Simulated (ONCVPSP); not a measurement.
**Ranking ONCV potentials for Ag (Z = 47)**

All share these settings but for the change named:

- Element: Ag (Z = 47)
- Generator: ONCVPSP 4.0.1
- Type: optimised norm-conserving Vanderbilt (ONCV)
- Functional: LDA (Perdew-Zunger)
- Relativity: scalar-relativistic
- Frozen core: [Ar] 3d10
- Valence charge: 19
- Reference configuration: 4s2 4p6 4d10 5s1
- Partial waves: 4s+5s: rc 1.45 bohr, ncon 4, nbas 9, qcut 9.1 1/bohr, 2 projectors; 4p: rc 1.45 bohr, ncon 4, nbas 9, qcut 7.8 1/bohr, local; 4d: rc 1.85 bohr, ncon 4, nbas 9, qcut 8.4 1/bohr, 1 projector
- Local potential: the p channel
- Core correction: Teter function fitted to the true core (icmod 2), fcfact 0.65

Cutoff: the first of the cutoffs (Ha) at which the residual kinetic energy of the hardest occupied pseudo-wave falls to 1 and 0.1 mHa per electron; the density cutoff is not measured.

The base gives 29 Ha.

Of 9 variants that were run, those that failed, showed a ghost or another fault, or gave nearly equal values are left out.

A variant can come out equal or close to the base.

Task: Rank these variants from softest to hardest (loose cutoff).
A. s: qcut 12.3
B. s: qcut 10.7
C. s: qcut 5.4

Result: C (26 Ha), B (35 Ha), A (41 Ha).
